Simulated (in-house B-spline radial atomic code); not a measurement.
Ionisation energies along the 8-electron series, configuration 1s2 2s2 2p1/2(2) 2p3/2(2), as differences of self-consistent energies. Dirac energy differences include first-order Breit, QED and recoil terms. NIST's values go from ground level to ground level; the uncertainty of those that are theory runs from under 0.1 % in few-electron ions to several per cent in heavy many-electron ones. Computed with a radial B-spline atomic code at the basis-set limit: Dirac-Hartree-Fock, jj configuration that fills j = l - 1/2 first, finite nuclei.

A number in brackets counts the electrons of a j subshell.

```tsv
ion	configuration after	ionisation energy (eV)	IE/(q+1)² (eV)	-ε less Coulomb ΔSCF (eV)	Breit and QED recoil part (eV)	tabulated value (eV)	computed minus tabulated (eV)
Pm53+	[He] 2s2 2p1/2(2) 2p3/2(1)	10663.3	3.6568	2.0951	-10.596	10671	-8
Sm54+	[He] 2s2 2p1/2(2) 2p3/2(1)	?	?	?	?	?	?
Eu55+	[He] 2s2 2p1/2(2) 2p3/2(1)	11449.0	3.6508	2.0965	-11.785	11457	-8
Gd56+	[He] 2s2 2p1/2(2) 2p3/2(1)	11852.6	3.6481	2.0972	-12.411	11861	-8
Tb57+	[He] 2s2 2p1/2(2) 2p3/2(1)	?	?	?	?	?	?
Dy58+	[He] 2s2 2p1/2(2) 2p3/2(1)	12681.5	3.6431	2.0984	-13.731	12690	-9
Ho59+	[He] 2s2 2p1/2(2) 2p3/2(1)	13106.7	3.6408	2.099	-14.425	13116	-9
Er60+	[He] 2s2 2p1/2(2) 2p3/2(1)	13539.2	3.6386	2.0995	-15.142	13548	-9
Tm61+	[He] 2s2 2p1/2(2) 2p3/2(1)	13979.0	3.6366	2.1	-15.883	13988	-9
```

Q: Fill in the row of Sm54+.

A: ionisation energy (eV): 11052.6; IE/(q+1)² (eV): 3.6538; -ε less Coulomb ΔSCF (eV): 2.0958; Breit and QED recoil part (eV): -11.179; tabulated value (eV): 11060; computed minus tabulated (eV): -7.

Q: Fill in the row of Tb57+.

A: ionisation energy (eV): 12263.5; IE/(q+1)² (eV): 3.6455; -ε less Coulomb ΔSCF (eV): 2.0978; Breit and QED recoil part (eV): -13.06; tabulated value (eV): 12272; computed minus tabulated (eV): -9.
